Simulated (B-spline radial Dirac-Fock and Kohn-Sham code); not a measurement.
**Two-hole binding energies of Cd⁺**

System: cadmium as Cd⁺, configuration [Kr] 4d10 5s1.

Model: Dirac-Fock (average of configuration) total-energy differences with a finite nucleus, the Breit interaction including its frequency dependence, and self-energy and vacuum-polarisation corrections. Program: an atomic code on a B-spline grid. U is the two-hole binding energy less the two single-hole energies, the effective repulsion of the holes after relaxation. Each two-hole energy is an average over J within one jj subconfiguration.

```csv
holes,E(a) (eV),E(b) (eV),E(ab) (eV),U (eV)
1s⁻²,26727.4,26727.4,54213.9,759.0
1s⁻¹ 3p1/2⁻¹,26727.4,671.2,27459.0,60.4
1s⁻¹ 3d3/2⁻¹,26727.4,427.6,27207.3,52.3
1s⁻¹ 3d5/2⁻¹,26727.4,420.8,27199.7,51.5
2p1/2⁻¹ 3s⁻¹,3745.2,790.2,4584.5,49.1
2s⁻¹ 3d5/2⁻¹,4041.7,420.8,?,?
2p1/2⁻¹ 3p3/2⁻¹,3745.2,636.4,4432.3,50.7
2p3/2⁻¹ 3p1/2⁻¹,3555.4,671.2,4278.5,51.9
2p1/2⁻¹ 3d5/2⁻¹,3745.2,420.8,4219.4,53.4
2p3/2⁻¹ 3d3/2⁻¹,3555.4,427.6,4036.7,53.8
2p3/2⁻¹ 3d5/2⁻¹,3555.4,420.8,4027.8,51.5
3p3/2⁻²,636.4,636.4,1310.8,38.0
3d3/2⁻²,427.6,427.6,896.8,41.7
4d5/2⁻²,25.41,25.41,65.94,15.1
```

Task: Give the missing two-hole energy and U.

Result: E(ab) = 4514.6 eV and U = 52.1 eV.

Values without a named source are computed, but for edge energies of neutral atoms, which are taken from tables.
